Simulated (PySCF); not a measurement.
ZrH2, SMILES [ZrH2] (connectivity only; charge and spin as stated), neutral, multiplicity 3.

Geometry optimised at PBE-D3(BJ)/def2-TZVPD. The multiplicity is an assumed one; other spin states were not compared. The def2 effective core potentials stand for the cores of Zr; spin–orbit coupling is left out.

Level of theory: TDA-ωB97X/def2-TZVPD (PySCF 2.14.0).

Vertical excitations. The molecule is in vacuum.

```csv
state,energy (eV),λ (nm),f,main pairs
root 1,0.22,5744,0.000,"α HOMO−1→LUMO+4 68 %, α HOMO−1→LUMO 29 %"
root 2,0.50,2491,0.000,α HOMO−1→LUMO+3 95 %
root 3,0.59,2085,0.000,α HOMO→LUMO+3 96 %
root 4,0.83,1490,0.002,"α HOMO→LUMO+4 70 %, α HOMO→LUMO 27 %"
root 5,1.32,938,0.000,α HOMO−1→LUMO+1 88 %
root 6,1.35,916,0.006,α HOMO→LUMO+1 89 %
root 7,1.85,669,0.008,"α HOMO−1→LUMO 62 %, α HOMO−1→LUMO+4 28 %"
root 8,2.15,578,0.057,"α HOMO→LUMO 59 %, α HOMO→LUMO+4 25 %"
root 9,2.68,463,0.076,α HOMO−1→LUMO+2 83 %
root 10,2.84,437,0.192,α HOMO→LUMO+2 91 %
```
Unrestricted roots are not spin-pure.
